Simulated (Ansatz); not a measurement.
Species: sum formula H8Si3NO (charge -1, singlet). It need not be the lowest isomer of its formula. Whether it binds its extra electron was not tested at this geometry. SMILES: [SiH2-]O[SiH2]N[SiH3]
Coordinates optimised at B3LYP-D3(BJ)/def2-TZVP (Ansatz, a first-principles code):
```
Si
O 1 1.6004
N 1 1.7579 2 110.76
H 3 1.0100 1 115.29 2 49.44
Si 3 1.7080 4 116.05 1 168.82
H 1 1.4883 2 112.08 3 120.72
H 5 1.4889 3 114.70 4 -110.65
H 5 1.4891 7 105.66 3 125.17
H 5 1.4908 7 107.16 8 113.89
H 1 1.4934 6 108.03 2 -128.19
Si 2 1.7940 1 127.66 6 -53.96
H 11 1.5512 2 97.36 1 56.39
H 11 1.5544 12 91.58 2 97.26
```
Charge -1, spin multiplicity 1.

Parts of the frozen-core correlation energy in STO-3G (Ansatz, hartree). Frozen orbitals: 17; correlated occupied orbitals by spin: 16 and 16; virtual: 12 and 12. No spin-orbit coupling. No relativistic terms.

```
term                            value
-------------------------  ----------
reference (HF)             -988.92218
MP2 opposite-spin            -0.16970
MP2 same-spin                -0.02493
CCSD correlation             -0.25217
(T)                          -0.00591
T1 diagnostic                   0.012
largest doubles amplitude       0.040
```
